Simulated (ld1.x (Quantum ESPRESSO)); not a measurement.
**C (Z = 6): excitation energies, all-electron against PAW**

* Element: C (Z = 6)
* Generator: ld1.x (Quantum ESPRESSO) 7.5
* Type: PAW
* Functional: PBE
* Relativity: non-relativistic
* Frozen core: [He]
* Valence charge: 4
* Reference configuration: 2s2 2p2
* Partial waves: 2s (bound): rcut 1.30, rcutus 1.40 bohr; 2s channel at 0.9 Ry: rcut 1.30, rcutus 1.40 bohr; 2p (bound): rcut 2.10, rcutus 2.25 bohr; 2p channel at 2.55 Ry: rcut 2.10, rcutus 2.25 bohr
* Local potential: all-electron potential smoothed inside 1.95 bohr (lloc = -2)
* Core correction: Bessel-smoothed model core inside 0.75 bohr
* Augmentation charge: PSQ, radius 1.25 bohr

Energies are relative to the spin-unpolarised reference configuration 2s2 2p2; without spin polarisation the order of configurations can differ from experiment.

Q: Give the all-electron excitation energy and the error of the potential for: 2s2 2p1; 2s2 2p0; 2s1 2p0; 2s2 2p2.3; 2s0 2p4; 2s1 2p2; 2s2 2p1.5.

A:

| valence configuration | charge | ΔE all-electron (eV) | error AE − PS (meV) |
| --- | --- | --- | --- |
| 2s2 2p1 | +1 | 10.865 | -0.3 |
| 2s2 2p0 | +2 | 35.025 | +6.1 |
| 2s1 2p0 | +3 | 83.198 | +3.6 |
| 2s2 2p2.3 | -0.3 | -1.159 | -0.2 |
| 2s0 2p4 | 0 | 16.945 | -2.2 |
| 2s1 2p2 | +1 | 19.602 | -1.7 |
| 2s2 2p1.5 | +0.5 | 3.965 | -0.3 |
